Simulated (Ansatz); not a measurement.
Ansatz results at the PBE0-D4/def2-TZVP geometry: HOMO energy (B3LYP/def2-TZVPP) -6.50 eV; LUMO energy (ωB97M-V/def2-TZVPP) -0.76 eV; HOMO–LUMO gap (PBE/def2-TZVPP) 2.37 eV.

(1) Which molecule gave them?
A. `C[O][Sn][O]C`
B. `[NH2][Sn][Cl]`
C. `[CH3][Sn][F]`
D. `CC(C)[O][Sn][Cl]`

## Answers

(1) C. The others give `[NH2][Sn][Cl]`: -7.35, -0.35, 3.60; `C[O][Sn][O]C`: -7.21, -0.23, 3.44; `CC(C)[O][Sn][Cl]`: -7.44, -0.72, 3.26.

B3LYP here is the variant with VWN-RPA as its local correlation; programs differ in this.
